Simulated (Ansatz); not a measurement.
H2BNO, SMILES `NB=O` (charge 0, multiplicity 1).

These are frozen-core CCSD(T)/cc-pVTZ // B3LYP-D3(BJ)/def2-TZVP run with Ansatz (a first-principles code) values and carry that method's errors.

Ansatz 0.2 input:
```yaml
crystal:
  periodic: [false, false, false]
  atoms:
    - { symbol: N, position_ang: [-0.578502, -0.00159, 0.01871] }
    - { symbol: B, position_ang: [0.802077, 0.002265, -0.025132] }
    - { symbol: O, position_ang: [2.014719, 0.005629, -0.063444] }
    - { symbol: H, position_ang: [-1.115628, -0.849215, 0.070834] }
    - { symbol: H, position_ang: [-1.122668, 0.842911, -0.000967] }
basis:
  gaussian: { orbitals: cc-pVTZ }
correlation:
  method: ccsd_t
```

Output:

```
Functional definition: HF
697 factors; integrals over basis functions are off by at most 1.5e-3 eV
mean field evaluation 1: about -4222.0432 eV, gradient 4.6e1 eV
mean field evaluation 2: about -4222.0443 eV, gradient 4.6e1 eV
mean field evaluation 4: about -4225.9953 eV, gradient 4.0e0 eV
mean field evaluation 8: about -4226.0476 eV, gradient 4.2e-1 eV
mean field evaluation 16: about -4225.9923 eV, gradient 4.0e0 eV
mean field -4226.04858354 eV, -155.3044209264 hartree, gradient 3.9e-6 eV, S^2 0.000000; 0 other end points of the search recorded, 0 dependent functions left out
3 core orbitals not correlated
reference -4226.04858354 eV, -155.3044209264 hartree; 8, 8 occupied and 107, 107 virtual orbitals, 697 factors
second order -14.56323574 eV of doubles, -0.00000000 eV of singles
cycle   1  -14.29529644 eV  change    2.7e-1 eV  update   9.5e-2
cycle   2  -14.64606513 eV  change   -3.5e-1 eV  update   3.1e-2
cycle   3  -14.74885950 eV  change   -1.0e-1 eV  update   1.5e-2
cycle   4  -14.73598528 eV  change    1.3e-2 eV  update   3.6e-3
cycle   5  -14.73453387 eV  change    1.5e-3 eV  update   1.2e-3
cycle   6  -14.73502300 eV  change   -4.9e-4 eV  update   3.7e-4
cycle   7  -14.73484537 eV  change    1.8e-4 eV  update   1.4e-4
cycle   8  -14.73482050 eV  change    2.5e-5 eV  update   5.4e-5
cycle   9  -14.73484446 eV  change   -2.4e-5 eV  update   2.1e-5
cycle  10  -14.73484013 eV  change    4.3e-6 eV  update   6.8e-6
perturbative correction -0.61209191 eV, -0.0224939629 hartree
Total energy: -4241.39551558 eV, -155.8684102765 hartree
```
